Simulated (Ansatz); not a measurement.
Basis-set extrapolation for CH₅AlN₂O, SMILES `N/C(O)=[N]\[AlH2]` (PBE0-D4/def2-TZVP geometry, frozen core, Ansatz). Multiplicity 1, RHF reference.

|  | def2-TZVPP | def2-QZVPP |
| --- | --- | --- |
| HF | -466.598529 | -466.616053 |
| MP2 correlation | -0.881692 | -0.947008 |
| CCSD(T) correlation | -0.943680 | not run |

Energies in hartree. Use E(X) = E(∞) + A·exp(−7.88·√X) for Hartree–Fock and E(X) = E(∞) + B·X^(−2.97) for correlation, with X = 3 and 4, and add CCSD(T) minus MP2 of the smaller set to the MP2 limit.

Q: What is the CCSD(T) energy at the basis-set limit?

A: HF limit: -466.616053 + (-0.017524) × 0.13774 = -466.61847. MP2 limit: -0.947008 + (-0.065316) × 0.74074 = -0.99539. Higher-order term: -0.943680 − (-0.881692) = -0.06199. Total: -467.67585 hartree, 83.9 kcal/mol below CCSD(T)/def2-TZVPP.
